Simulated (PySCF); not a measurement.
# Bond length, frequency and bond energy of AlBr by level of theory

State: ¹Σ⁺ (singlet), closed shell. Set-up: PySCF, spin-free X2C with a Gaussian nucleus, basis sets Al x2c-SVPall, Br x2c-SVPall. De refers to Al + Br in their high-spin ground configurations, without counterpoise correction. A positive dipole means Al(−)Br(+).

```tsv
Level	Re (Å)	ωe (cm⁻¹)	De (eV)	μ (D)
RHF	2.317	380	3.51	-1.71
RHF-MP2	2.299	395	4.53	n/a
RHF-SCS-MP2	2.304	391	4.40	n/a
RHF-CCSD	2.303	393	4.31	n/a
RHF-CCSD(T)	2.302	393	4.39	n/a
PBE	2.326	371	4.69	-1.31
TPSS	2.322	374	4.62	-1.29
r²SCAN	2.309	382	4.68	-1.27
r²SCANh	2.305	384	4.64	-1.33
B3LYP	2.323	373	4.51	-1.52
PBE0	2.309	382	4.59	-1.44
CAM-B3LYP	2.302	386	4.49	-1.50
```

Q: Which functional lies closest to RHF-CCSD(T) in De, which farthest, and by how much do they differ from it?

A: Closest is CAM-B3LYP (+0.0 pm in Re, -1.8 % in ωe, +0.10 eV in De against RHF-CCSD(T) in the same basis), farthest PBE (+2.4 pm in Re, -5.6 % in ωe, +0.30 eV in De). CCSD(T) converges more slowly with the basis than the functionals do and binds too weakly in this one, so the order can change at the basis-set limit.

Q: What does a quarter of exact exchange do here, going from PBE to PBE0?

A: PBE0 less PBE: -1.7 pm in Re, +3.0 % in ωe, -0.10 eV in De. Exact exchange removes part of the self-interaction that spreads semilocal densities, and in most molecules shortens and stiffens the bond and lowers De; so it does here.

Q: What does the step from GGA to meta-GGA do here, going from PBE to r²SCAN?

A: r²SCAN less PBE: -1.7 pm in Re, +3.0 % in ωe, -0.01 eV in De. 

Correlated steps freeze 14 core orbitals. Correlated levels converge slowly with the basis: in double zeta they bind strong bonds too weakly, by up to about 1 eV, and carry superposition errors of some tenths. Where the molecule has an RHF reference, its open-shell atoms are computed with UHF.

The whole job (state search and all levels along the bond) took about 1.8 min on 1 thread of Arm Neoverse V2 (shared host), peak memory 0.55 GiB.
